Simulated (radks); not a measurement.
Excited configurations of Lu IV: one electron is placed in a higher orbital outside [Xe] 4f13. The ground configuration is [Xe] 4f14. Calculated with a radial shooting solver on a logarithmic mesh with Libxc functionals: scalar-relativistic Kohn-Sham, PBE, spin-polarised, spherical densities, finite nucleus; open shells are filled with parallel spins first (spin-orbit coupling, left out, can overturn this in heavy ions); Fermi nuclear charge, rms radius 5.37 fm. Excitation = E - E(ground); binding = E(ion) - E, where the ion is the core of charge +4; n* = 4/sqrt(2 binding) in atomic units, and the quantum defect is n - n*.

| outer orbital | excitation (eV) | binding (eV) | n* | quantum defect | eigenvalue (eV) | <r> (bohr) |
|---|---|---|---|---|---|---|
| 5d | 13.458 | 33.041 | 2.567 | 2.433 | -27.527 | 1.947 |
| 5f | 32.141 | 14.358 | 3.894 | 1.106 | -12.091 | 4.191 |
| 6s | 15.297 | 31.202 | 2.641 | 3.359 | -27.541 | 2.757 |
| 6p | 22.078 | 24.421 | 2.986 | 3.014 | -21.497 | 3.283 |
| 6d | 30.107 | 16.393 | 3.644 | 2.356 | -14.435 | 4.473 |
| 6f | 36.946 | 9.553 | 4.774 | 1.226 | -8.319 | 7.256 |
| 7s | 29.912 | 16.587 | 3.623 | 3.377 | -14.878 | 5.115 |
| 7p | 32.594 | 13.905 | 3.957 | 3.043 | -12.412 | 5.878 |
| 7d | 36.267 | 10.232 | 4.612 | 2.388 | -9.074 | 7.547 |

Estimate the row for 7f.

Answer. excitation (eV) 39.796; binding (eV) 6.703; n* 5.699; quantum defect 1.301; eigenvalue (eV) -5.955; <r> (bohr) 11.06. The Delta-SCF ionisation energy is 46.499 eV (NIST Atomic Spectra Database: 45.25 eV, semi-empirical). Self-interaction in the functional shifts the binding energies and quantum defects, so they are the method's values and not measured ones. Open shells are spherical and high-spin; term and fine-structure splittings are not resolved. Spin-orbit splitting is averaged out at the scalar-relativistic level.
